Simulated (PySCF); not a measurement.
Computed with PySCF with PBE-D3(BJ)/def2-TZVP // PBE-D3(BJ)/def2-SVP. All species are isolated molecules in the gas phase. 

Reference species: [Rh(NH3)4]2+ (charge +2, multiplicity 2).

| Quantity | Result |
|---|---|
| charge on the central atom (Mulliken) | 0.55 e |
| mean distance from the central atom to its bonded neighbours | 2.117 Å |
| highest occupied spin orbital | -14.48 eV |

Changed species: [Co(NH3)4]2+ (excited doublet) (M = Co, multiplicity 2; the reference has M = Rh, multiplicity 2).

Predict the effect on the charge on the central atom (Mulliken), mean distance from the central atom to its bonded neighbours and highest occupied spin orbital.

the charge on the central atom (Mulliken) falls by 0.17 e, to 0.38 e; the mean distance from the central atom to its bonded neighbours falls by 0.128 Å, to 1.989 Å; the highest occupied spin orbital increases by 0.50 eV, to -13.98 eV.
